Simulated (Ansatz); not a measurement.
`N[SiH]([AlH2])[SiH3]` + H₂ → `N[SiH2][AlH2]` + SiH₄  (hydrogenolysis of the Si–Si bond)

Gas-phase electronic energies from Ansatz, PBE0-D4/def2-TZVP geometries. CCSD(T)/CBS adds triple-zeta CCSD(T) − MP2 to the extrapolated MP2 energy (def2 sets, frozen cores). This one scheme is used for every species. DFT in def2-TZVPP. Each species was taken in one conformer, which may not be the lowest.

CCSD(T)/CBS gives -0.21 eV.

(1) Another level gave -0.13 eV. Which?
A. HF/def2-TZVPP
B. SCS-MP2/def2-TZVPP
C. CCSD(T)/def2-TZVPP
D. r2SCAN-D4/def2-TZVPP

Largest T1 diagnostic among the species: 0.013.

Results:

(1) D. r2SCAN-D4 -0.13, CCSD(T)/def2-TZVPP -0.25, HF/def2-TZVPP -0.60, SCS-MP2/def2-TZVPP -0.33 eV.

In def2-TZVPP, CCSD(T) changes the Hartree–Fock value by +0.34 eV (the triples alone add +0.07 eV) and MP2 by +0.35 eV. The D4 term adds +0.12 eV with B3LYP and +0.07 eV with PBE0; it sums over pairs of atoms, weighted by their polarisabilities, and B3LYP, whose exchange is more repulsive, gets the larger term.

B3LYP here is the variant with VWN-RPA as its local correlation; programs differ in this.
